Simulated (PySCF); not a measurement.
3-methoxypropanoic acid, C4H8O3.
SMILES with atom numbers: `[CH3:1][O:2][CH2:3][CH2:4][C:5](=[O:6])[OH:7]` (hydrogens: H8, H9, H10 on C1; H11, H12 on C3; H13, H14 on C4; H15 on O7)

Computed, not measured: core-valence-separated Tamm–Dancoff BHandHLYP/aug-pcX-1 (pcseg-1 on H) in PySCF, non-relativistic, gas phase, PBE0-D3(BJ)/def2-SVP geometry. The energies are unshifted.

Problem. Give energies, oscillator strengths and core holes at the O K edge.

Solution. 
```json
{"E (eV)": "529.57", "f": "0.0454", "core hole on": "O6", "main final orbital": "LUMO+3 (45 %)", "polarisation": "normal to the local trigonal plane"}
{"E (eV)": "533.24", "f": "0.0027", "core hole on": "O6", "main final orbital": "LUMO (68 %)", "polarisation": "in the local trigonal plane"}
{"E (eV)": "533.32", "f": "0.0438", "core hole on": "O7", "main final orbital": "LUMO/LUMO+3 (2 roots, f summed)", "polarisation": "–"}
{"E (eV)": "533.86", "f": "0.0030", "core hole on": "O2", "main final orbital": "spread", "polarisation": "–"}
{"E (eV)": "533.98", "f": "0.0159", "core hole on": "O2", "main final orbital": "LUMO+1 (63 %)", "polarisation": "–"}
{"E (eV)": "534.20", "f": "0.0034", "core hole on": "O6", "main final orbital": "LUMO+4 (53 %)", "polarisation": "in the local trigonal plane"}
{"E (eV)": "534.51", "f": "0.0138", "core hole on": "O2", "main final orbital": "LUMO (39 %)", "polarisation": "–"}
{"E (eV)": "534.66", "f": "0.0040", "core hole on": "O6", "main final orbital": "LUMO+2/LUMO+3 (2 roots, f summed)", "polarisation": "mixed"}
{"E (eV)": "534.71", "f": "0.0007", "core hole on": "O2", "main final orbital": "LUMO+3 (91 %)", "polarisation": "–"}
{"E (eV)": "534.87", "f": "0.0012", "core hole on": "O2", "main final orbital": "LUMO+4 (56 %)", "polarisation": "–"}
{"E (eV)": "535.06", "f": "0.0006", "core hole on": "O6", "main final orbital": "LUMO+1 (65 %)", "polarisation": "–"}
{"E (eV)": "535.13", "f": "0.0018", "core hole on": "O2", "main final orbital": "LUMO+5 (87 %)", "polarisation": "–"}
{"E (eV)": "535.23", "f": "0.0139", "core hole on": "O2", "main final orbital": "LUMO (45 %)", "polarisation": "–"}
```

The first line with a tenth or more of the strongest one's intensity is at 529.57 eV (f = 0.045), with the hole on O6 (acid carbonyl oxygen), polarised normal to the local trigonal plane: a 1s→π* resonance. It is also the strongest listed.

Problem. What does the C 1s absorption edge look like?

Solution. 
| E (eV) | f | core hole on | main final orbital | polarisation |
| --- | --- | --- | --- | --- |
| 285.13 | 0.0887 | C5 | LUMO+3 (52 %) | normal to the local trigonal plane |
| 285.59 | 0.0039 | C4 | LUMO+3 (69 %) | – |
| 286.14 | 0.0148 | C4 | LUMO+2 (39 %) | – |
| 286.61 | 0.0226 | C1 | LUMO+1 (57 %) | – |
| 286.94 | 0.0280 | C4 | LUMO+5 (41 %) | – |
| 286.98 | 0.0297 | C3 | LUMO+4 (40 %) | – |
| 287.24 | 0.0146 | C4 | LUMO (41 %) | – |
| 287.29 | 0.0118 | C1 | spread | – |
| 287.32 | 0.0034 | C4 | LUMO+4 (31 %) | – |
| 287.49 | 0.0350 | C1 | LUMO+4 (35 %) | – |
| 287.55 | 0.0346 | C1 | spread | – |
| 287.69 | 0.0323 | C3 | LUMO+3 (40 %) | – |
| 287.90 | 0.0196 | C3 | LUMO (31 %) | – |
| 287.98 | 0.0021 | C4 | spread | – |
| 287.99 | 0.0039 | C3 | LUMO+5 (48 %) | – |
| 288.18 | 0.0028 | C4 | LUMO+1 (33 %) | – |
| 288.33 | 0.0059 | C3 | LUMO+2 (37 %) | – |

The first line with a tenth or more of the strongest one's intensity is at 285.13 eV (f = 0.089), with the hole on C5 (carboxylic acid carbon), polarised normal to the local trigonal plane: a 1s→π* resonance. It is also the strongest listed.

Roots within 0.03 eV whose holes lie on the same, on equivalent or on shared atoms are summed into one line, and the highest roots are left out, as the search may have cut off their partners. Final orbitals are the ground state's empty Kohn–Sham orbitals. A dash: too weak, shared between unlike atoms, or no plane or axis to refer to.

Problem. What is the summed oscillator strength of the listed O K lines, and their intensity-weighted mean energy?

Solution. Σf = 0.150 over 13 lines from 529.57 to 535.23 eV; the weighted mean is 532.66 eV. The strongest line holds 30 % of the sum.

The ionisation thresholds weren't computed; near and above them a finite basis only mimics Rydberg series and continuum.

The run took 28 s wall on one thread of an Arm Neoverse V1, shared host with 32 logical CPUs at a one-minute load of 25, and the process peaked at 1.0 GiB of memory.

Shape of the structure used: `[CH3:1][O:2][CH2:3][CH2:4][C:5](=[O:6])[OH:7]`: C1–O2–C3–C4 180°, O2–C3–C4–C5 -179°, C3–C4–C5–O6 -4°, H–O7–C5–C4 179°.

One conformer stands for the species.
